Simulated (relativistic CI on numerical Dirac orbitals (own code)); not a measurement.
**Ru6+: resonant inelastic scattering at the L2,3 edge**

Computed with this model: Dirac-Coulomb-Breit CI, separate exchange-only KLI orbitals for each configuration, model QED (radiative potential, 1s self-energy scaled to tabulated hydrogen-like ionisation energies), valence Slater integrals scaled by 0.8, Kramers-Heisenberg scattering through one core-hole configuration in a parametric crystal field; configurations [Kr] 4d2 → [He] 2s2 2p5 3s2 3p6 3d10 4s2 4p6 4d3; 10 K; core-hole width 2.4 eV; summed over polarisations. Incident energies are the highest absorption maxima for each field (at most a few, so the weaker spin-orbit partner edge can be absent), on the computed scale of the free ion. Intensities are in per cent of the strongest line above 0.02 eV; levels within 1 cm⁻¹ are merged; final levels count from the ground level, the first row holds all elastic scattering, lines under 0.4 are left out and each table stops after 24 rows. The scale of the Slater integrals is a model choice and moves the terms in proportion.

Field parameters in Wybourne normalisation: D3d B²₀ = −7Dσ, B⁴₀ = −14Dq − 21Dτ, B⁴₃ = −14√(10/7) Dq. The field is a parameter set, without covalency, and values of 10Dq over about 45,000 cm⁻¹ lie beyond real compounds.

S is read from ⟨S²⟩ = S(S + 1).

D3d, 10Dq = 53000, Dσ = -1200, Dτ = 230 cm⁻¹:

```
Final level (eV)  Degeneracy  Irrep     S  2849.5 eV  2855.8 eV  2984.5 eV
           0.000           1     A1  0.99     1042.6     1664.7      195.7
           0.013           2      E  1.00       21.3        8.2        3.9
           0.113           2      E  0.99      100.0       17.3       13.5
           0.299           2      E  1.00       43.4       59.7       11.2
           0.372           1     A2  1.00        1.6        4.7        3.5
           0.421           1     A1  1.00        3.5        1.2        0.8
           1.543           2      E  0.02       67.4       17.1        9.9
           1.780           2      E  0.02       19.7        3.2        0.8
           1.807           1     A1  0.02       48.7        3.5        1.5
           3.766           1     A1  0.02        6.1        2.5        3.1
           6.516           1     A2  1.00        6.6       59.5       14.7
           6.537           2      E  1.00        2.4       25.6       12.1
           6.610           1     A1  1.00        2.5       38.9       23.6
           6.641           1     A2  1.00        0.3        0.1        7.9
           6.678           2      E  1.00        6.3       52.7       19.4
           6.728           2      E  1.00        0.6        6.0       13.9
           7.725           1     A1  0.98        1.7       32.4       13.0
           7.758           2      E  1.00        0.6       22.8       19.8
           7.959           1     A2  0.99        0.1        7.9        3.0
           7.963           1     A1  0.93        0.5        4.4        0.8
```

D3d, 10Dq = 53000, Dσ = -860, Dτ = 230 cm⁻¹:

```
Final level (eV)  Degeneracy  Irrep     S  2849.5 eV  2855.7 eV  2984.5 eV
           0.000           1     A1  0.99     1053.8     1671.0      200.2
           0.002           2      E  0.99       23.1        7.1        2.0
           0.028           2      E  0.99      100.0       23.6       12.4
           0.244           2      E  1.00       35.3       45.1        8.2
           0.283           1     A2  1.00        4.6        6.8        3.4
           0.353           1     A1  1.00        1.9        5.6        2.2
           1.574           2      E  0.02       66.4       15.0        9.4
           1.689           2      E  0.02       26.0        4.2        1.0
           1.702           1     A1  0.02       39.0        3.0        1.0
           3.688           1     A1  0.02        8.1        2.6        3.5
           6.481           1     A2  1.00        4.8       56.7       11.5
           6.515           2      E  1.00        4.3       43.7       18.9
           6.547           1     A1  1.00        2.7       37.2       20.9
           6.599           1     A2  1.00        0.8        3.7        9.1
           6.619           2      E  1.00        4.2       40.1       18.7
           6.656           2      E  1.00        1.5       17.2       18.6
           7.714           1     A1  0.99        1.1       25.7       14.6
           7.751           2      E  1.00        0.7       21.6       22.5
           7.860           1     A2  1.00        0.4       13.9        6.5
           7.881           1     A1  0.94        0.7       12.7        3.4
           7.919           2      E  0.92        1.2       47.2       39.7
           7.976           2      E  0.99        2.8       71.4        8.2
```

D3d, 10Dq = 53000, Dσ = -510, Dτ = 230 cm⁻¹:

```csv
Final level (eV),Degeneracy,Irrep,S,2849.5 eV,2855.8 eV,2984.6 eV
0.000,2,E,0.99,1401.0,2260.4,272.4
0.028,2,E,0.99,100.0,17.7,5.2
0.045,1,A1,0.99,72.7,12.4,7.1
0.251,1,A2,1.00,25.0,16.6,3.3
0.270,2,E,1.00,33.7,32.1,7.0
0.358,1,A1,1.00,3.4,16.3,5.1
1.637,1,A1,0.02,42.2,11.0,8.9
1.650,2,E,0.02,48.2,9.7,4.0
1.669,2,E,0.02,52.8,6.2,0.9
3.686,1,A1,0.02,14.8,4.2,5.4
6.492,1,A2,1.00,4.2,57.9,13.9
6.536,1,A1,1.00,6.0,54.5,21.3
6.540,2,E,1.00,6.1,66.9,33.7
6.625,1,A2,1.00,1.4,10.8,12.6
6.627,2,E,1.00,2.4,42.1,25.3
6.636,2,E,1.00,3.7,44.8,32.1
7.746,1,A1,1.00,0.7,20.5,18.3
7.795,2,E,1.00,2.0,51.5,31.4
7.826,1,A2,1.00,0.8,20.8,18.0
7.880,1,A1,0.94,0.8,30.1,14.5
7.900,2,E,0.92,2.1,64.9,34.5
7.954,2,E,0.99,2.8,68.2,12.8
```

For the first field the strongest loss at the lowest incident energy is the level at 0.11 eV (S = 0.99, against 0.99 in the thermal ground state). Levels of other spin, the first over 8 % at 1.54 eV, appear because spin-orbit coupling of the core hole, and in heavier ions of the valence shell too, mixes spins.
